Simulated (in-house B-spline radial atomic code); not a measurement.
**Binding energies in Yb6+**

NIST's tabulated ground configuration is [Kr] 4d10 4f12 5s2 5p4; each binding energy is the energy of the ion with one electron taken from that subshell, relaxed, less that of the parent. Level of theory: Dirac-Hartree-Fock, average of configuration, Fermi nucleus of rms radius 5.3108 fm; calculated with an all-electron radial atomic-structure program (B-spline basis). Energies include first-order Breit, QED and recoil terms.

```tsv
subshell	X-ray name	binding energy (eV)	-ε (eV)	relaxation (eV)
2s	L1	10595.5	10677.6	47.1
3s	M1	2505.1	2537.2	25.2
3d3/2	M4	1677	1706.6	27.2
3d5/2	M5	1629.5	1657.7	26.7
4s	N1	592.9	603.3	8.9
4d3/2	N4	297.8	305.4	7.3
4d5/2	N5	288.6	295.7	7.0
5s	O1	146.1	147.3	0.9
5p	O2,3	112.9	113.6	0.7
4f	N6,7	102	107.3	5.5
```

Relaxation = -ε minus the binding energy without Breit, QED and recoil terms.

(1) What does it cost to remove both a 3d3/2 and a 5p electron?

(2) What does it cost to remove both a 2s and a 3d3/2 electron?

(3) What does it cost to remove both a 4d5/2 and a 5p electron?

## Answers

(1) 1810.1 eV, which is 20.28 eV more than the two single binding energies together.

(2) 12366 eV, which is 93.2 eV more than the two single binding energies together.

(3) 421.4 eV, which is 19.94 eV more than the two single binding energies together.
